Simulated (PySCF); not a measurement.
Spectrum to structure. Theory: TDDFT CAM-B3LYP/def2-SVPD, vertical, gas phase, core orbitals frozen in the response (PySCF 2.14.0, density-fitted response routines). Geometries: PBE0-D3(BJ)/def2-SVP, one conformer each.

```tsv
state	E (eV)	f	main configurations (H = HOMO, L = LUMO)
S1	4.84	0.050	H→L (74%), H-1→L+1 (22%)
S2	5.30	0.114	H-1→L (81%), H→L+1 (14%)
S3	6.21	0.618	H-1→L+1 (59%), H→L (18%), H→L+1 (13%)
S4	6.30	0.443	H→L+1 (70%), H-1→L+1 (12%), H-1→L (11%)
S5	6.33	0.0000	H-2→L (74%), H-3→L (9%)
S6	6.36	0.0000	H-3→L (73%), H-2→L (8%)
```

Question: Which candidate is it? All have the formula C9H6N2.
A. `C(/C#N)=C(\C#N)C#CCC=C`
B. `N#Cc1ccn2ccccc12`
C. `Cc1cccc(C#N)c1C#N`
D. `N#CCC1=C[C@H]2[C@@H]3[C@H]2[C@]13C#N`

Answer: C. Its S1 lies at 4.84 eV; the nearest of the others has S1 at 4.34 eV. S1 is HOMO→LUMO (74%), HOMO-1→LUMO+1 (22%). Löwdin shares by element: HOMO carbon 60% or more (atoms not listed hold the other 40%); LUMO carbon 54% or more (atoms not listed hold the other 46%). At the same level the other candidates give, for their lowest levels:
- `C=CCC#C/C(C#N)=C\C#N`: 4.34 eV (f 0.003); 4.47 eV (f 0.336); 5.45 eV (f 0.001); 5.68 eV (f 0.000); 5.84 eV (f 0.225); HOMO -9.13, LUMO -2.23 eV
- `N#Cc1ccn2ccccc12`: 4.01 eV (f 0.102); 4.76 eV (f 0.097); 5.65 eV (f 0.293); 5.71 eV (f 0.000); 6.02 eV (f 0.000); HOMO -7.28, LUMO -0.52 eV
- `N#CCC1=C[C@H]2[C@@H]3[C@H]2[C@]13C#N`: 5.73 eV (f 0.060); 6.63 eV (f 0.040); 6.67 eV (f 0.000); 6.81 eV (f 0.000); 6.89 eV (f 0.012); HOMO -8.61, LUMO 0.38 eV
